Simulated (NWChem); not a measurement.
C2H5FSi; SMILES C=C(F)[SiH3]

```xyz
9

C     -1.1902    -1.2885     0.0000
C     -0.0741    -0.5399     0.0000
F      1.1448    -1.1457     0.0000
Si     0.0298     1.3523     0.0000
H     -2.1767    -0.8048     0.0000
H     -1.1368    -2.3889     0.0000
H     -1.3659     1.9064     0.0000
H      0.7729     1.8178    -1.2202
H      0.7729     1.8178     1.2202
```
Atoms are numbered in this order, from 1.

Geometry: optimised at PBE-D3(BJ)/def2-SVP.

Symmetry labels are those of Cs in the frame above (b1 and b2, or b-type labels, depend on it).

Q: List the 6 lowest vertical singlet excitations from Hartree-Fock/6-31+G* (spherical d), TDHF (NWChem).

A: 
| state | energy (eV) | oscillator strength | symmetry | leading excitation (squared amplitude) |
|---|---|---|---|---|
| S1 | 7.18 | 0.522 | a' | HOMO → LUMO+5 (0.51) |
| S2 | 7.48 | 0.046 | a" | HOMO → LUMO (0.72) |
| S3 | 8.21 | 0.000 | a" | HOMO → LUMO+4 (0.35) |
| S4 | 8.39 | 0.007 | a" | HOMO−1 → LUMO+5 (0.34) |
| S5 | 8.79 | 0.000 | a" | HOMO → LUMO+3 (0.46) |
| S6 | 8.81 | 0.000 | a" | HOMO → LUMO+7 (0.29) |
